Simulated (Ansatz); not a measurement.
Isomers of Sn4H8 (singlet), relaxed with PBE-D4/def2-SVP; total energies from Ansatz at ωB97M-V/def2-TZVP.

| isomer | description | energy (Eh) |
| --- | --- | --- |
| A | point group not assigned; 3 × Sn–Sn 2.87 to 3.03 Å; 9 × H–Sn 1.73 to 2.03 Å | -861.76411 |
| B | point group not assigned; 3 × Sn–Sn 2.83 to 2.93 Å; 9 × H–Sn 1.74 to 2.00 Å | -861.77740 |
| C | point group not assigned; 3 × Sn–Sn 2.84 to 2.93 Å; 9 × H–Sn 1.73 to 2.01 Å | -861.77745 |

In the def2 sets Sn takes a core potential; there is no spin–orbit coupling.

The isomers come from a short search, and lower ones may exist.

**Question.** Work out the relative energies (1 Eh = 2625.5 kJ/mol) and the Boltzmann populations at 800 K from electronic energies alone (R = 8.314 J/mol/K).

**Answer.** ΔE: A 35.0, B 0.1, C 0.0 kJ/mol. RT = 6.65 kJ/mol. Factors exp(−ΔE/RT): A 0.00518, B 0.985, C 1; sum 1.990. Populations: A 0.3 %, B 49.5 %, C 50.2 %. Zero-point energy, vibrational entropy and symmetry numbers are left out and can shift these; an error of 4 kJ/mol changes a ratio by a factor of 1.8. Over the other density-functional and correlated levels in def2 sets, the gap between C and B ranges from 0 to 0 kJ/mol.
